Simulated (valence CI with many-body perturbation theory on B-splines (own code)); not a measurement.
The numbers below are computed, except where a source is named.
# Basis-set convergence for Lu38+

Method: configuration interaction combined with many-body perturbation theory (CI+MBPT): five valence electrons over a frozen Dirac-Fock core [Ar] 3d10, a basis of 9 s, 9 p, 8 d, 6 f, 3 g, 1 h functions for each j, with the one-electron correlation potential Σ1, the two-electron term Σ2, the three-electron term Σ3, Breit, model QED; selected CI, second order for the rest, scaled by the run's own slope (own B-spline code, finite nucleus).

No measured spectrum was set against this ion. As an estimate, large intervals hold to a few tenths of a per cent, small ones and those within an open d or f shell to about a per cent. Among the levels kept, up to 770 cm⁻¹ of a level comes from second order outside the variational space, and about a tenth of that is noise between levels of different J, which matters for small intervals.

The reference run has the lowest level (4s^2 4p1/2^2 4p3/2) J=3/2 and an ionisation energy of 1748.95 eV. Its largest variational space holds 20000 state functions.

Levels are named by their leading jj configuration (3d3/2^4 stands for four electrons in 3d with j = 3/2), which in mixed levels can hold well under half, so a name can repeat and another be missing. Letters in brackets count levels of one name in rising energy.

Changed runs:
A. basis 6 s, 6 p, 5 d, 3 f, 1 g
B. basis 5 s, 5 p, 4 d, 2 f

Excitation energies of the reference run in cm⁻¹, and shifts in cm⁻¹:

```tsv
Level	Reference	A	B
(4s^2 4p1/2 4p3/2^2) J=3/2	567750	-145	-534
(4s^2 4p1/2 4p3/2^2) J=5/2	609170	+2.1	+49
(4s^2 4p1/2 4p3/2^2) J=1/2	661188	+62	+302
(4s^2 4p1/2^2 4d3/2) J=3/2	1152790	+133	+732
(4s^2 4p3/2^3) J=3/2	1236250	-58	-130
(4s 4p1/2^2 4p3/2^2) J=5/2	1260030	-140	-491
(4s^2 4p1/2^2 4d5/2) J=5/2	1370610	+207	+955
(4s 4p1/2^2 4p3/2^2) J=1/2	1409560	+12	+98
(4s 4p1/2^2 4p3/2^2) J=3/2	1427770	+34	+196
(4s^2 4p1/2 4p3/2 4d3/2) J=3/2 [a]	1719150	-48	-18
(4s^2 4p1/2 4p3/2 4d3/2) J=5/2 [a]	1719350	+11	+213
(4s^2 4p1/2 4p3/2 4d3/2) J=1/2 [a]	1722730	-66	-84
Ionisation energy (eV)	1748.95	-0.05	-0.18
```
